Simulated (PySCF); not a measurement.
A GIAO shielding run with PySCF 2.14.0 with density-fitted response routines (density fitting, non-relativistic, gas phase) on `C=C[C@@]1(CCC)[SiH2][C@H]1C`, C8H16Si:

```
$ OMP_NUM_THREADS=1 python probes_run.py task.json out

{"job": {"kind": "nmr", "xc": "PBE0", "basis": "pcSseg-1"}, "charge": 0, "multiplicity": 1}
C     -0.519712     1.834704    -1.827533
C     -0.876551     0.727534    -1.186139
C     -0.580521     0.391239     0.207522
C      0.651222     1.043541     0.813497
C      1.958988     0.739189     0.071958
C      2.359317    -0.729543     0.114824
Si    -2.116220     0.235109     1.359061
C     -0.893562    -1.035918     0.703906
C     -1.293840    -2.126144    -0.264324
H      0.062213     2.615331    -1.369118
H     -0.811454     2.004191    -2.849937
H     -1.483014     0.007365    -1.719218
H      0.751652     0.718055     1.852282
H      0.512514     2.127923     0.829357
H      2.753809     1.337365     0.526162
H      1.861362     1.049570    -0.969221
H      3.323888    -0.870436    -0.369300
H      1.627790    -1.340850    -0.404799
H      2.440782    -1.078598     1.142560
H     -1.988030     0.698813     2.727779
H     -3.423789     0.309518     0.736760
H     -0.144507    -1.394302     1.403302
H     -2.176564    -1.856319    -0.839153
H     -0.485351    -2.343531    -0.964070
H     -1.521356    -3.039661     0.282976
```

Hardware: 1 thread of an Arm Neoverse N1, shared host. The job also computes population analyses, field gradients, ring-centre shieldings.

**Question.** How large is the calculation?

**Answer.** 78 electrons, 240 basis functions and 1261 auxiliary functions.

**Question.** How long does it take, and how much memory does it need?

**Answer.** 100 s of wall time, with 14 SCF cycles and 5 response iterations; peak memory 1.1 GiB. Times on a shared host scatter by some tens of per cent.
